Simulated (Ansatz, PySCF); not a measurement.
Process, species as SMILES: C[SiH](C)N[SiH3] → C[SiH](C)N[SiH2] + H atom (the H-Si bond at the site shown breaks; other sites are not compared here)
Each molecule is optimised on its own at B3LYP-D3(BJ)/def2-TZVP (Ansatz, a first-principles code), one conformer each, not searched for the lowest. Frequencies are from Ansatz or PySCF.

Property: bond dissociation energy (0 K, with B3LYP-D3(BJ) harmonic zero-point energies), in kcal/mol. Valence correlation only, unless marked. Open shells are spin-unrestricted. No spin-orbit coupling. Non-relativistic. Basis-set limits of correlation are two-point, X^-3; Hartree-Fock from the larger set.

```csv
level,program,bond dissociation energy (kcal/mol)
PBE-D4/def2-TZVPD,Ansatz + dftd4,82.6
PBE0-D3(BJ)/def2-TZVP,Ansatz + dftd3,84.5
```

Estimate the value at CCSD(T)/CBS(cc-pV(T+d)Z,cc-pV(Q+d)Z) as computed with Ansatz.

90.1 kcal/mol
